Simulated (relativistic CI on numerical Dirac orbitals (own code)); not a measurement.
## One change at a time: Ag V

Base calculation: Dirac-Coulomb-Breit CI, orbitals from a KLI potential per configuration, model QED, valence Slater integrals scaled by 0.85, P86 correlation energy added to each configuration.

Configurations in the expansion (outside the closed core [Ar] 3d10): 4s2 4p6 4d7, 4s2 4p6 4d6 5s, 4s2 4p6 4d6 4f, 4s2 4p6 4d6 5p, 4s2 4p5 4d8, 4s2 4p6 4d6 5d, 4s2 4p6 4d6 6s, 4s2 4p6 4d6 6p, 4s2 4p6 4d5 5s 5p, 4s2 4p6 4d6 6d, 4s2 4p6 4d6 5f, 4s2 4p6 4d6 7s, 4s2 4p6 4d6 7p, 4s2 4p6 4d6 5g, 4s2 4p6 4d6 7d, 4s 4p6 4d8, 4s2 4p6 4d5 4f 5s, 4s2 4p6 4d5 5p 5d, 4s2 4p6 4d5 5s2, 4s2 4p6 4d4 4f 5s2, 4s2 4p6 4d4 5s2 5p, 4s2 4p6 4d4 5s2 5d, 4s2 4p6 4d4 5s2 6s. Double excitations out of closed p, d and f shells are left out; levels of such configurations are missing from the list, as are those of other unlisted configurations, and high levels can miss mixing partners.

The lowest level and the first level of each name with at least 55 % of one term (blank where a level has no safe partner in the second run):

```tsv
Level	Base (cm⁻¹)	Shift (cm⁻¹)
4s2 4p6 4d7 4F_9/2	0.0	0.0
4s2 4p6 4d7 4F_7/2	3533.0	-53.1
4s2 4p6 4d7 4F_5/2	5592.7	-77.4
4s2 4p6 4d7 4F_3/2	6842.2	-90.2
4s2 4p6 4d7 4P_3/2	14823.3	-69.1
4s2 4p6 4d7 4P_5/2	15734.3	-90.0
4s2 4p6 4d7 2G_9/2	16583.6	-94.9
4s2 4p6 4d7 4P_1/2	17720.8	-116.8
4s2 4p6 4d7 2G_7/2	19988.2	-142.5
4s2 4p6 4d7 2H_11/2	22343.3	-133.6
4s2 4p6 4d7 2D_5/2	24209.1	-148.9
4s2 4p6 4d7 2P_1/2	24498.4	-191.6
4s2 4p6 4d7 2H_9/2	25968.6	-191.1
4s2 4p6 4d7 2D_3/2	29887.0	-234.7
4s2 4p6 4d7 2F_5/2	35486.6	-182.3
4s2 4p6 4d7 2F_7/2	37318.2	-214.1
4s2 4p6 4d6 5s 6D_9/2	138875.3	+393.4
4s2 4p6 4d6 5s 6D_7/2	141097.0	+421.7
4s2 4p6 4d6 5s 6D_5/2	142431.4	+430.9
4s2 4p6 4d6 5s 6D_3/2	143350.2	+439.3
4s2 4p6 4d6 5s 6D_1/2	143892.1	+444.5
4s2 4p6 4d6 5s 4D_7/2	152927.5	+668.1
```

At this charge configurations can still be misplaced by up to about 7 % of their energy. 46 of the 69 excited levels that our extract of the measured tables holds in this range could be paired (the sources list more); they are missed by 4046 cm⁻¹ on average and 7049 at most, and levels without a partner can miss by more. Some levels of the ground configuration have no partner and can miss by 10 % or more.

**Question.** One thing was changed in a second run, which moved the levels as shown. Which?
A. Breit term removed
B. one mean potential for all configurations
C. QED terms removed
D. configuration mixing switched off
E. self-excluded LDA correlation estimate
F. valence Slater integrals scaled by 0.75

**Answer.** B. One mean potential for all configurations. One potential for all configurations removes the relaxation of the orbitals, which moves whole configurations and changes the integrals a little.

LS names give the leading component of a level, which can be under half, so a name can repeat, a term be missing and a line seem to break the LS rules.
